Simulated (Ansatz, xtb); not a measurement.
## C2BFLi: 4 structures ranked

4 gas-phase structures of C2BFLi, found in a search over its isomers (lower ones may exist). Each was relaxed with GFN2-xTB:

A. a doublet given by its coordinates
B. `[Li][C]#C[B]F`, a doublet
C. a doublet given by its coordinates
D. `[Li][B]C#CF`, a doublet

C (Å):

```xyz
5

C    -0.5971    0.6971    0.4744
C    -1.8864    0.3272    0.1778
B    -1.0376    0.8311   -0.9575
F    -0.8371    1.1461   -2.2215
Li   -1.5189    0.0790    2.0714
```

Close contacts (Å): C1–C2 1.37, C1–B3 1.50, C1–Li5 1.94, C2–B3 1.50, C2–Li5 1.94, B3–F4 1.32.

A (Å):

```xyz
5

C     0.0644    1.5632    3.4769
C     0.1636    1.0809    2.3270
B    -0.0402    2.0976    4.7663
F     0.1295   -0.4943   -0.9459
Li    0.2490    0.2368    0.4410
```

Close contacts (Å): C1–C2 1.25, C1–B3 1.40, C2–Li5 2.07, F4–Li5 1.57.

Q: Make a reasoned guess at their ranking by r2SCAN-D4/def2-SVP//GFN2-xTB single-point energy.

A: Calculated order at r2SCAN-D4/def2-SVP//GFN2-xTB: C (0.0), B (5.7), A (80.2), D (81.2) kcal/mol.

Energies above the lowest of each column, in kcal/mol; the last columns are at r2SCAN-D4/def2-SVP geometries and were run for some of them only (a dash: not run or not comparable):

| structure | GFN2-xTB | HF/STO-3G | r2SCAN-D4/def2-SVP//GFN2-xTB | r2SCAN-D4/def2-SVP | CCSD(T)/def2-SVP |
| --- | --- | --- | --- | --- | --- |
| C | 9.5 | 1.5 | 0.0 | 0.0 | 0.0 |
| B | 0.0 | 0.0 | 5.7 | 4.7 | 3.2 |
| A | 42.5 | 85.2 | 80.2 | – | – |
| D | 43.1 | 58.9 | 81.2 | – | – |

CCSD(T)/def2-SVP puts C lowest of those it was run on; GFN2-xTB picks B, HF/STO-3G picks B. Some further structures that were screened fall inside this span and aren't listed. Frequencies (r2SCAN-D4/def2-SVP) were run for B, C alone. Open shells are spin-unrestricted, some with notable spin contamination.

Over these structures GFN2-xTB departs from r2SCAN-D4/def2-SVP//GFN2-xTB by 19.9 kcal/mol on average once a common shift is removed. A GFN2-xTB relaxation took about 0.06 s and the r2SCAN-D4/def2-SVP//GFN2-xTB energy about 4.1 s on a shared host (Ansatz 0.2.0, xtb 6.7.1).
